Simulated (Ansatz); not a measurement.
Isolated molecules relaxed with PBE0-D4/def2-TZVP in Ansatz; ΔE leaves out vibrations. CCSD(T)/CBS is the MP2 limit (def2-TZVPP, def2-QZVPP) plus CCSD(T) − MP2 in def2-TZVPP, frozen cores. This one scheme is used for every species, atoms too. Functionals use def2-TZVPP. B3LYP here is the variant with VWN-RPA as its local correlation; programs differ in this. No spin–orbit coupling; open shells (•) take unrestricted orbitals. Spin–orbit coupling would lower the free atoms: a little for B, C, Cl, O. Each species was taken in one conformer, which may not be the lowest.

Reaction (atomization): `C=C(Cl)BOC` → B• + 3 C• + Cl• + 6 H• + O•

| level | ΔE (kcal/mol) | difference from CCSD(T)/CBS |
| --- | --- | --- |
| PBE0-D4 | 1164.9 | 12.5 |
| B3LYP-D4 | 1156.7 | 4.3 |
| ωB97M-V | 1160.0 | 7.6 |
| PBE | 1182.5 | 30.1 |
| r2SCAN | 1161.4 | 9.0 |
| PBE0 | 1160.1 | 7.7 |
| B3LYP | 1147.5 | -4.9 |
| HF/def2-TZVPP | 855.2 | -297.2 |
| SCS-MP2/def2-TZVPP | 1139.6 | -12.8 |
| CCSD/def2-TZVPP | 1105.9 | -46.5 |
| HF/def2-QZVPP | 856.5 | -295.9 |
| MP2/def2-QZVPP | 1167.1 | 14.7 |
| SCS-MP2/def2-QZVPP | 1157.5 | 5.1 |
| HF/CBS(def2) | 856.7 | -295.7 |
| MP2/CBS(def2) | 1178.4 | 26.0 |
| CCSD/CBS(def2) | 1133.4 | -19.0 |
| CCSD(T)/CBS | 1152.4 | 0 |

Largest T1 diagnostic among the species: 0.014.

From PBE to PBE0 (25 % exact exchange), in def2-TZVPP and without D4, ΔE moves by −22.4 kcal/mol: exact exchange takes away binding that semilocal exchange gives to molecules. The D4 term adds +9.2 kcal/mol with B3LYP and +4.9 kcal/mol with PBE0; it sums over pairs of atoms, weighted by their polarisabilities, and B3LYP, whose exchange is more repulsive, gets the larger term. In def2-TZVPP, CCSD(T) changes the Hartree–Fock value by +269.6 kcal/mol (the triples alone add +19.0 kcal/mol) and MP2 by +295.7 kcal/mol; breaking electron pairs costs correlation energy, which Hartree–Fock lacks.

For atomizations the MP2-based limit and the directly extrapolated one differ by several kJ/mol either way, and by 10 to 25 for some Ge, Se and Sn compounds, so smaller differences from it don't rank the levels.
